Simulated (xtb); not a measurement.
SiI2, SMILES I[Si]I (connectivity only; charge and spin as stated), neutral, multiplicity 1. All values are semi-empirical tight-binding results from xtb (GFN2-xTB unless named), good for trends rather than for accurate numbers. Geometry: GFN2-xTB.

Optimised geometry:

```xyz
3

Si     0.0000     0.0000     1.3778
I      0.0000     1.9536    -0.1820
I      0.0000    -1.9536    -0.1820
```

Computed properties:
The point group as xtb finds it is C2v, the orbital gap is 2.34 eV and the zero-point energy is 1.1 kcal/mol. The G − E(el) at 298.15 K (modified RRHO) is -18.4 kcal/mol, the static polarisability (D4 model) is 96.8 bohr³ and the solvation energy, GFN2-xTB/ALPB(water) is -1.9 kcal/mol. The solvation energy, GFN2-xTB/ALPB(benzene) is -5.6 kcal/mol.

Computed atomic charges and the Wiberg bond orders between heavy atoms:
charges (e) Si1 0.46, I2 -0.23, I3 -0.23. Bond orders Si1–I2 1.33, Si1–I3 1.33.
